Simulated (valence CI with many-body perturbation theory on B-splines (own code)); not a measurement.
Pr LIII: calculated level list

Method: valence CI with perturbative core correlation (CI+MBPT): five valence electrons over a frozen Dirac-Fock core [He], a basis of 9 s, 9 p, 8 d, 6 f, 3 g, 1 h functions for each j, with the one-electron correlation potential Σ1 (screened to all orders), the two-electron term Σ2, the three-electron term Σ3, Breit, model QED; selected single and double excitations, second order for the rest (own B-spline code, finite nucleus).

The last digits are not significant, and no measured levels were compared; by estimate large intervals hold to a few tenths of a per cent, small ones and those within an open d or f shell to about a per cent. Among the levels kept, up to 1200 cm⁻¹ of a level comes from second order outside the variational space, and about a tenth of that is noise between levels of different J, which matters for small intervals.

Levels 46 to 76 of 76, with energies above the lowest level, (2s^2 2p1/2^2 2p3/2) J=3/2. "Leading %" is the weight of the configuration and term that name the level; weights of strongly mixed levels are sums over their largest components and can fall short. In the jj column 3d3/2^4 stands for four electrons in 3d with j = 3/2. Lifetimes count E1, E2, E3, M1 and M2 decay at the calculated energies, and are blank where another channel may lead or the interval is too uncertain; long ones can be off by a factor of two.

```csv
No.,Configuration,Term,J,E (Ry),Leading %,g,Lifetime,Leading jj
46,2s2 2p2 3d,2D,5/2,466.34,30,1.178,2.11 fs,2s^2 2p1/2 2p3/2 3d3/2 (84 %)
47,2s2 2p2 3d,2D,3/2,466.48,43,1.085,1.50 fs,2s^2 2p1/2 2p3/2 3d3/2 (88 %)
48,2s2 2p2 3d,4P,1/2,466.83,30,1.628,1.13 fs,2s^2 2p1/2 2p3/2 3d3/2 (85 %)
49,2s2 2p2 3d,4D,7/2,466.87,47,1.302,58.9 fs,2s^2 2p1/2 2p3/2 3d5/2 (98 %)
50,2s2 2p2 3d,2P,3/2,467.98,36,1.336,2.11 fs,2s^2 2p1/2 2p3/2 3d5/2 (93 %)
51,2s2 2p2 3d,2F,5/2,468.17,42,1.139,1.66 fs,2s^2 2p1/2 2p3/2 3d5/2 (92 %)
52,2s2 2p2 3d,2G,9/2,468.18,63,1.178,26.9 ps,2s^2 2p1/2 2p3/2 3d5/2 (100 %)
53,2s 2p3 3p,2P,1/2,468.76,29,1.275,43.3 fs,2s 2p1/2^2 2p3/2 3p1/2 (84 %)
54,2s 2p3 3p,2D,3/2,468.76,30,0.988,23.4 fs,2s 2p1/2^2 2p3/2 3p1/2 (90 %)
55,2s2 2p2 3d,2D,5/2,469.20,61,1.231,1.20 fs,2s^2 2p1/2 2p3/2 3d5/2 (96 %)
56,2s2 2p2 3d,2F,7/2,469.70,67,1.118,1.13 fs,2s^2 2p1/2 2p3/2 3d5/2 (96 %)
57,2s2 2p2 3d,2D,3/2,469.94,58,0.960,1.69 fs,2s^2 2p1/2 2p3/2 3d5/2 (99 %)
58,2s2 2p2 3d,2P,1/2,470.25,61,1.150,1.54 fs,2s^2 2p1/2 2p3/2 3d5/2 (98 %)
59,2s 2p3 3p,4D,7/2,474.22,47,1.450,371 fs,2s 2p1/2^2 2p3/2 3p3/2 (97 %)
60,2s 2p3 3p,4P,3/2,474.76,33,1.543,7.58 fs,2s 2p1/2^2 2p3/2 3p3/2 (98 %)
61,2s 2p3 3p,4P,5/2,475.76,37,1.428,8.10 fs,2s 2p1/2^2 2p3/2 3p3/2 (97 %)
62,2s 2p3 3p,2P,1/2,476.04,38,1.517,4.51 fs,2s 2p1/2^2 2p3/2 3p3/2 (98 %)
63,2s 2p3 3p,2D,5/2,479.55,30,1.255,10.4 fs,2s 2p1/2^2 2p3/2 3p3/2 (97 %)
64,2s 2p3 3d,4D°,5/2,479.89,30,1.276,18.4 fs,2s 2p1/2^2 2p3/2 3d3/2 (98 %)
65,2s 2p3 3d,6D°,3/2,480.15,28,1.394,8.69 fs,2s 2p1/2^2 2p3/2 3d3/2 (98 %)
66,2s 2p3 3d,4F°,7/2,480.31,24,1.273,989 fs,2s 2p1/2^2 2p3/2 3d3/2 (90 %)
67,2s 2p3 3d,4P°,1/2,480.32,45,2.370,23.5 fs,2s 2p1/2^2 2p3/2 3d3/2 (98 %)
68,2s 2p3 3p,2P,3/2,480.47,32,1.218,11.8 fs,2s 2p1/2^2 2p3/2 3p3/2 (98 %)
69,2s2 2p2 3s,4P,5/2,480.70,61,1.430,36.7 fs,2s^2 2p3/2^2 3s (96 %)
70,2s 2p3 3p,4P,1/2,480.75,42,1.779,126 fs,2s 2p1/2^2 2p3/2 3p3/2 (98 %)
71,2s2 2p2 3s,2P,3/2,481.24,54,1.161,9.52 fs,2s^2 2p3/2^2 3s (98 %)
72,2s 2p3 3d,4F°,9/2,482.50,48,1.350,21.5 ps,2s 2p1/2^2 2p3/2 3d5/2 (99 %)
73,2s 2p3 3d,2D°,3/2,483.82,26,1.042,7.30 fs,2s 2p1/2^2 2p3/2 3d5/2 (60 %)
74,2s 2p3 3d,4D°,5/2,483.91,31,1.333,2.37 fs,2s 2p1/2^2 2p3/2 3d5/2 (98 %)
75,2s2 2p2 3s,2S,1/2,484.26,68,1.982,17.0 fs,2s^2 2p3/2^2 3s (98 %)
76,2s 2p3 3d,4D°,7/2,484.48,41,1.277,1.32 fs,2s 2p1/2^2 2p3/2 3d5/2 (90 %)
```
